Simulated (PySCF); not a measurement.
C$_{3}$H$_{8}$N, doublet, at a GFN2-xTB geometry. Base run: PySCF with B3LYP/6-31G*.

The PySCF input:
```python
from pyscf import gto, scf, dft

mol = gto.Mole()
mol.atom = '''
    C     1.838378    0.507686    0.145237
    N     0.470152    0.430494    0.367500
    C    -0.351183   -0.324369   -0.548644
    C    -1.737169   -0.545382    0.044242
    H     2.310593   -0.390535   -0.207466
    H     2.387025    1.144895    0.812663
    H     0.054203    1.310435    0.645959
    H    -0.444851    0.178866   -1.525646
    H     0.142965   -1.285158   -0.716877
    H    -1.658030   -1.048781    1.004448
    H    -2.338236   -1.156372   -0.623640
    H    -2.244886    0.405585    0.193051
'''
mol.basis = '6-31g*'
mol.charge = 0
mol.spin = 1
mol.verbose = 4
mol.build()

mf = dft.UKS(mol)
mf.xc = 'b3lyp'
mf.kernel()
mf.analyze()
```

Variants of this job, named by their change:

| change | ΔE vs base (mEh) | fitting functions | dipole (D) |
|---|---|---|---|
| base | 0.000 | - | 1.16 |
| auxbasis = def2-universal-jkfit | -0.078 | 446 | 1.16 |
| auxbasis = cc-pvtz-jkfit | -0.052 | 556 | 1.16 |
| auxbasis = even-tempered beta=2.0 | -0.210 | 546 | 1.16 |
| auxbasis = default (with mf = mf.density_fit()) | -0.127 | 464 | 1.16 |
| auxbasis = def2-universal-jfit | 0.260 | 284 | 1.16 |
| auxbasis = even-tempered beta=3.0 | -1.584 | 373 | 1.16 |
| auxbasis = autoaux | -0.644 | 513 | 1.16 |
| auxbasis = cc-pvdz-jkfit | -0.127 | 464 | 1.16 |
| auxbasis = cc-pvqz-jkfit | -0.021 | 832 | 1.16 |

A fitting set is made for a task (jfit for Coulomb, jkfit for Coulomb and exchange, ri for correlation) and for a family of orbital bases.

Open shells are given as the SCF converged; they aren't shown to be the lowest states, and a large step between rows can be another state.
